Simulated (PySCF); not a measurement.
Zn(iPr)(OH) (C₃H₈OZn), SMILES [Zn]([CH](C)C)[OH].

The structure is a stationary point at PBE-D3(BJ)/def2-SVP. The structure was generated by enumeration; whether it is a known compound was not checked. One conformer was computed; it need not be the lowest.

All values below come from PBE-D3(BJ)/def2-SVP run with PySCF.

Frequencies are harmonic and unscaled.

A small imaginary wavenumber (i) marks a very flat motion, where grid noise or a shallow saddle decides the sign.

```
mode  ν (cm⁻¹)  IR (km/mol)  moving atoms (share of kinetic energy)
----  --------  -----------  --------------------------------------
1          20i         93.2                          H 71 %, O 23 %
2           88          4.4         O 34 %, H 30 %, C 23 %, Zn 13 %
3           98          2.9         O 39 %, Zn 26 %, H 23 %, C 12 %
4          230          6.0                 C 47 %, H 24 %, Zn 24 %
5          234          1.9                 C 38 %, H 35 %, Zn 22 %
6          252          0.0                                  H 98 %
7          267          0.2                          H 79 %, C 13 %
8          373          3.2                          C 58 %, H 40 %
9          496          5.5                  C 56 %, H 26 %, O 14 %
10         660        131.2                 O 63 %, Zn 22 %, H 10 %
11         722         26.4                           H 84 %, O 9 %
12         878          5.3                          C 62 %, H 37 %
13         886          1.9                          H 87 %, C 13 %
14         949          0.2                          H 74 %, C 26 %
15         963          9.9                          H 88 %, C 12 %
16        1089          1.3                          C 69 %, H 31 %
17        1134          2.4                          C 54 %, H 46 %
18        1175         10.8                          H 62 %, C 38 %
19        1280          1.4                          H 75 %, C 25 %
20        1336          1.5                          H 78 %, C 22 %
21        1352          3.6                          H 80 %, C 20 %
22        1405          0.1                                  H 97 %
23        1421          5.9                                  H 96 %
24        1423          9.1                                  H 96 %
25        1431          3.4                                  H 96 %
26        2932         73.3                                  H 96 %
27        2932         32.7                                  H 96 %
28        2957         10.8                                  H 93 %
29        3011         39.7                           H 91 %, C 9 %
30        3011          8.4                           H 91 %, C 9 %
31        3044         19.2                           H 91 %, C 9 %
32        3045         25.8                           H 91 %, C 9 %
33        3729         22.3                                  H 94 %
```
